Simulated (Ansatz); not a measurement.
H3ClSi2, SMILES `[SiH3][Si]Cl` (lower singlet) (charge 0, multiplicity 1). This singlet lies 0.97 eV below the relaxed triplet at the level frozen-core CCSD(T)/cc-pVTZ // PBE0-D3(BJ)/def2-TZVP (Ansatz, a first-principles code).

Cartesian coordinates (Å):
SMILES: [Si]([SiH3])Cl
```xyz
6

Si    -0.6564     0.0214    -0.1379
Si     1.4493    -1.1258    -0.4208
Cl     2.5014     0.2481     0.7465
H     -0.5245     1.4131    -0.6562
H     -1.7875    -0.6413    -0.8470
H     -0.9823     0.0845     1.3156
```
Charge 0, multiplicity 1.

Frozen-core energies in 6-31g from Ansatz at a geometry from PBE0-D3(BJ)/def2-TZVP; the HF reference has <S^2> = 0.00 (restricted, and unstable towards unrestricted orbitals) and the T1 diagnostic is 0.015.

```json
[
 {"level": "HF", "energy (Ha)": "-1038.94997", "difference from CCSDTQ (mHa)": "176.08"},
 {"level": "MP2", "energy (Ha)": "-1039.08503", "difference from CCSDTQ (mHa)": "41.02"},
 {"level": "CCSD", "energy (Ha)": "-1039.12123", "difference from CCSDTQ (mHa)": "4.82"},
 {"level": "CCSD(T)", "energy (Ha)": "-1039.12505", "difference from CCSDTQ (mHa)": "1.00"},
 {"level": "CCSDT", "energy (Ha)": "-1039.12588", "difference from CCSDTQ (mHa)": "0.17"},
 {"level": "CCSDT(Q)", "energy (Ha)": "-1039.12603", "difference from CCSDTQ (mHa)": "0.02"},
 {"level": "CCSDTQ", "energy (Ha)": "-1039.12605", "difference from CCSDTQ (mHa)": "0.00"}
]
```
